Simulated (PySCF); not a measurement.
Compound: C₄H₉N₂P.
Numbering: `[CH3:1][N:2]1[CH:3]=[CH:4][N:5]([CH3:6])[PH:7]1`

Structure used (GFN2-xTB), in Å, numbered top down from 1:
```xyz
16
C4H9N2P angstrom
C     -2.453    0.483   -0.214
N     -1.256   -0.164    0.288
C     -0.595   -1.074   -0.552
C      0.735   -1.029   -0.469
N      1.224   -0.079    0.442
C      2.417    0.663    0.081
P     -0.100    0.580    1.319
H     -2.762    1.247    0.497
H     -3.252   -0.257   -0.303
H     -2.303    0.951   -1.193
H     -1.185   -1.725   -1.171
H      1.439   -1.637   -1.008
H      2.342    1.136   -0.903
H      2.587    1.434    0.830
H      3.274   -0.014    0.074
H     -0.120   -0.506    2.273
```

Probes without a nucleus sit at each ring's centroid and 1 Å off its mean plane on both sides; NICS is minus the shielding there, NICSzz its component along the normal. Level: GIAO PBE0/pcSseg-1 (PySCF, non-relativistic, gas phase) on the GFN2-xTB geometry, one conformer.

Ring bond lengths (Å), with Mayer bond orders in brackets: N2–C3 1.404 (0.99), C3–C4 1.333 (1.79), C4–N5 1.405 (0.99), N5–P7 1.720 (0.92), P7–N2 1.719 (0.92).

Task: What do the NICS probes read (ppm)?

Result: 
```csv
ring,type,NICS(0),"NICS(1), two faces","NICS(1)zz, two faces",rms pucker (Å),"centre to ring atoms, mean (Å)"
N2–C3–C4–N5–P7,"5-membered ring with 2 N and P; formal bonds 1 double, 4 single",-7.0,-4.0 / -2.1,-5.3 / -4.6,0.05,1.28
```

Task: What can be read from them?

Result: 
- N2–C3–C4–N5–P7: mean NICS(1)zz -4.9 ppm, shielded. A hydrogen on P7, outside the ring, lies 1.51 Å from a NICS(1) probe. The ring is puckered (0.05 Å rms).
